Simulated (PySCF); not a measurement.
# Si 2p3/2 core levels and what the atom is bonded to

Gas-phase molecules, one conformer each, relaxed by PBE0-D3(BJ)/def2-SVP with no frequency check. Core levels by delta-SCF with SCAN, pcX-2 on the ionised atom and pcseg-1 elsewhere, spin-free X2C (2p3/2 is the spin-free 2p value less a third of a first-order spin-orbit splitting); energies from the vacuum level.

```json
{"structure (SMILES)": "[SiH3]C[SiH]([SiH3])Cl", "Si bonded to": "1 C + 1 Cl + 1 Si + 1 H", "mean electronegativity of these (Pauling)": "2.45", "Si 2p3/2 (eV)": "107.33"}
{"structure (SMILES)": "[SiH3]S[SiH2][O][GeH3]", "Si bonded to": "1 O + 1 S + 2 H", "mean electronegativity of these (Pauling)": "2.60", "Si 2p3/2 (eV)": "?"}
{"structure (SMILES)": "C[Si](C)(C)Cl", "Si bonded to": "3 C + 1 Cl", "mean electronegativity of these (Pauling)": "2.70", "Si 2p3/2 (eV)": "107.01"}
{"structure (SMILES)": "[Cl][Al-]1([Cl])[S][Si](Cl)(Cl)[SH+]1", "Si bonded to": "2 Cl + 2 S", "mean electronegativity of these (Pauling)": "2.87", "Si 2p3/2 (eV)": "109.94"}
{"structure (SMILES)": "N[Si](Cl)([GeH3])O[SiH3]", "Si bonded to": "1 Cl + 1 Ge + 1 N + 1 O", "mean electronegativity of these (Pauling)": "2.91", "Si 2p3/2 (eV)": "108.00"}
{"structure (SMILES)": "O[Si](F)(B[SiH3])[O][GeH3]", "Si bonded to": "1 B + 1 F + 2 O", "mean electronegativity of these (Pauling)": "3.23", "Si 2p3/2 (eV)": "107.97"}
{"structure (SMILES)": "C[Si](F)(F)Cl", "Si bonded to": "1 C + 1 Cl + 2 F", "mean electronegativity of these (Pauling)": "3.42", "Si 2p3/2 (eV)": "109.78"}
```

**Question.** Fit a straight line to the complete rows and predict the core level of Si in [SiH3]S[SiH2][O][GeH3], bonded to 1 O + 1 S + 2 H.

**Answer.** E = 102.187 + 2.099·χ (6 points, rms 0.91 eV, correlation 0.595). At 2.60 this gives 107.64 eV; the calculation itself gave 107.53 eV, so the fit is off by 0.11. The points scatter widely, so the line says little.

For scale, for [SiH3]S[SiH2][O][GeH3]: the job took 40 s on 1 thread of Arm Neoverse V1 (aarch64), shared host, peak memory 0.66 GiB, launched as `OMP_NUM_THREADS=1 python cluster_run.py task.json out`.
